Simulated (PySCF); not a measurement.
## Nuclear repulsion and electron count by hand

System: ClGe, doublet, geometry from GFN2-xTB. Level: PySCF with B3LYP/def2-TZVP. Sums are taken with unrounded values, so a last digit can differ.

Coordinates (Å):

```
atom        x        y         z
----  -------  -------  --------
Ge1   0.00000  0.00000  -0.74754
Cl2   0.00000  0.00000   1.40713
```

Work out the nuclear repulsion energy and the numbers of alpha and beta electrons.

In atomic units each pair adds Z_i Z_j / r_ij, with r in bohr (1 bohr = 0.529177 Å).
| pair | r (Å) | r (bohr) | Z_i Z_j | term (Eh) |
|---|---|---|---|---|
| Ge1-Cl2 | 2.1547 | 4.0717 | 544 | 133.6037 |
The sum is 133.6037 Eh; PySCF gives 133.6037 Eh. The atomic numbers add up to 49, so at charge +0 there are 49 electrons; multiplicity 2 means 1 unpaired, so 25 alpha and 24 beta.
